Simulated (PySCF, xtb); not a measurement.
Zr(Cl)2(SH)2 (Cl2H2S2Zr), SMILES [SH][Zr]([SH])([Cl])[Cl], multiplicity 1.

GFN2-xTB (xtb 6.7.1) at its own geometry gives an orbital gap of 1.60 eV and a dipole moment of 0.74 D.

Geometry: PBE0-D3(BJ)/def2-SVP. The multiplicity is an assumed one; no other spin state was optimised. The structure was generated by enumeration; whether it is a known compound was not checked. The def2 effective core potentials stand for the cores of Zr; spin–orbit coupling is left out. The values are those of a single conformer.

Question: What does PySCF with PBE0/def2-TZVP give? (Estimate from the structure and the level; the computed values follow.)

Answer: gap 5.51 eV (levels -8.12 and -2.61 eV), dipole 0.72 D.
